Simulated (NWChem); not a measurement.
System meant: C2H7OSi anion

Input file for NWChem:

```
start job
memory heap 200 mb stack 900 mb global 1100 mb
charge -1
geometry units angstroms noautoz
  C     -0.862846     0.181663     1.517751
  Si     0.228896    -0.297487     0.000000
  C     -0.862846     0.181663    -1.517751
  O      1.709189     0.290407     0.000000
  H     -1.864142    -0.283293     1.465221
  H     -0.995254     1.275676     1.580289
  H     -0.384096    -0.147767     2.454907
  H      0.113220    -1.831310     0.000000
  H     -0.995254     1.275676    -1.580289
  H     -0.384096    -0.147767    -2.454907
  H     -1.864142    -0.283293    -1.465221
end
basis spherical
  C library def2-svp
  Si library def2-svp
  O library def2-svp
  H library def2-svp
end
dft
  odft
  mult 2
  xc b3lyp
  iterations 150
  mulliken
end
task dft energy
```

End of the output:

```
 Summary of "ao basis" -> "" (spherical)
 ------------------------------------------------------------------------------
       Tag                 Description            Shells   Functions and Types
 ---------------- ------------------------------  ------  ---------------------
 C                          def2-svp                 6       14   3s2p1d
 Si                         def2-svp                 8       18   4s3p1d
 O                          def2-svp                 6       14   3s2p1d
 H                          def2-svp                 3        5   2s1p

                                 NWChem DFT Module
                                 -----------------

 Summary of "ao basis" -> "ao basis" (spherical)
 ------------------------------------------------------------------------------
       Tag                 Description            Shells   Functions and Types
 ---------------- ------------------------------  ------  ---------------------
 C                          def2-svp                 6       14   3s2p1d
 Si                         def2-svp                 8       18   4s3p1d
 O                          def2-svp                 6       14   3s2p1d
 H                          def2-svp                 3        5   2s1p

      Symmetry analysis of basis
      --------------------------

        a'         56
        a"         39

  number of electrons :                   42
  multiplicity        :                    2
 ------------------------------------------------------------------------
  no. of electrons and multiplicity not compatible                  42
 ------------------------------------------------------------------------
 ------------------------------------------------------------------------
  current input line :
    30: task dft energy
 ------------------------------------------------------------------------
 ------------------------------------------------------------------------
 There is an error in the input file
 ------------------------------------------------------------------------
 For more information see the NWChem manual at https://nwchemgit.github.io

0: no. of electrons and multiplicity not compatible:Received an Error in Communication
```

Problem. What is wrong, and how is it mended?

Solution. The input was rejected before any calculation. Cause: the multiplicity doesn't fit the number of electrons (an even count wants an odd multiplicity, and the reverse). This input runs:
```
start job
memory heap 200 mb stack 900 mb global 1100 mb
charge -1
geometry units angstroms noautoz
  C     -0.862846     0.181663     1.517751
  Si     0.228896    -0.297487     0.000000
  C     -0.862846     0.181663    -1.517751
  O      1.709189     0.290407     0.000000
  H     -1.864142    -0.283293     1.465221
  H     -0.995254     1.275676     1.580289
  H     -0.384096    -0.147767     2.454907
  H      0.113220    -1.831310     0.000000
  H     -0.995254     1.275676    -1.580289
  H     -0.384096    -0.147767    -2.454907
  H     -1.864142    -0.283293    -1.465221
end
basis spherical
  * library def2-svp
end
dft
  xc b3lyp
  iterations 150
  mulliken
end
task dft energy
```
It converges to -445.01756 Ha (B3LYP/def2-SVP).
